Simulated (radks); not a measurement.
Results of a calculation; reference values are marked as such.
Question: These are the eigenvalues of the occupied orbitals of an atom or ion with whole-number occupations (eV). Code: a radial shooting solver on a logarithmic mesh with Libxc functionals. Model: Dirac Kohn-Sham, PBEsol, spin-unpolarised, spherical densities, finite nucleus; Fermi nuclear charge, rms radius of each element as measured or else 0.836 A^(1/3) + 0.57 fm.

orbital  eigenvalue
1s1/2     -87924.21
2s1/2     -15744.19
2p1/2     -15129.43
2p3/2     -12941.31
3s1/2     -3806.527
3p1/2     -3527.257
3p3/2     -3039.120
3d3/2     -2576.903
3d5/2     -2472.976
4s1/2     -889.5104
4p1/2     -768.3616
4p3/2     -648.7692
4d3/2     -450.6470
4d5/2     -428.3192
5s1/2     -179.9396
4f5/2     -171.7586
4f7/2     -166.7243
5p1/2     -138.4858
5p3/2     -116.0103
5d3/2      -58.3244
5d5/2      -55.5981
7d3/2      -10.1959

Which element is it, and in what charge state? The configuration may be excited. Open shells, if any, fill j = l - 1/2 first.

Answer: Z = 82, lead, charge +3: Pb3+ in [Xe] 4f14 5d10 7d1. The list shows which subshells hold electrons but not how many an open one holds; the 1s level, -3231.2 hartree, gives Z - s = 80.4 by -(Z - s)^2/2, which with screening and relativity narrows Z to a few neighbours, and the depths of the outer levels then fix element, charge and occupations together.
